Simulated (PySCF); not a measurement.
The third ionisation energy along the third row

Calculated with PySCF 2.14 from differences of total energies of unrestricted determinants, without spin-orbit coupling. Values in eV. The last column holds reference values (NIST; (s) semi-empirical, (t) theoretical, else measured). Unmarked ones compare directly (S terms, centres of terms, or small fine structure); those marked * lie between the lowest fine-structure levels and include a spin-orbit shift.

| element | configurations | UHF | MP2 (valence) | SCS-MP2 (valence) | CCSD (valence) | CCSD(T) (valence) | reference |
| --- | --- | --- | --- | --- | --- | --- | --- |
| Mg (cc-pVDZ-DK, spin-free X2C) | [Ne] → [He] 2s2 2p5 | 81.039 | 81.075 | 81.073 | 81.073 | 81.074 | 80.144 * |
| Al (cc-pVDZ-DK, spin-free X2C) | [Ne] 3s1 → [Ne] | 28.058 | n/a | n/a | n/a | n/a | 28.448 |
| Si (cc-pVDZ-DK, spin-free X2C) | [Ne] 3s2 → [Ne] 3s1 | 32.051 | 32.828 | 32.983 | 33.230 | 33.230 | 33.493 |
| P (cc-pVDZ-DK, spin-free X2C) | [Ne] 3s2 3p1 → [Ne] 3s2 | 29.543 | 29.717 | 29.698 | 29.817 | 29.833 | 30.203 * |
| S (cc-pVDZ-DK, spin-free X2C) | [Ne] 3s2 3p2 → [Ne] 3s2 3p1 | 34.124 | 34.432 | 34.355 | 34.456 | 34.464 | 34.86 ± 0.04 (s) * |
| Cl (cc-pVDZ-DK, spin-free X2C) | [Ne] 3s2 3p3 → [Ne] 3s2 3p2 | 38.953 | 39.378 | 39.225 | 39.291 | 39.293 | 39.8 ± 0.11 (s) * |
| Ar (cc-pVDZ-DK, spin-free X2C) | [Ne] 3s2 3p4 → [Ne] 3s2 3p3 | 39.287 | 39.736 | 39.750 | 39.740 | 39.747 | 40.735 ± 0.012 (s) * |

"Valence" correlates the outer s and p shells and, in groups 3 to 12 and the f block, the outer d or f shell, open or full, or the next shell where the ion has no valence electron left; the wider scheme adds the next inner shell.
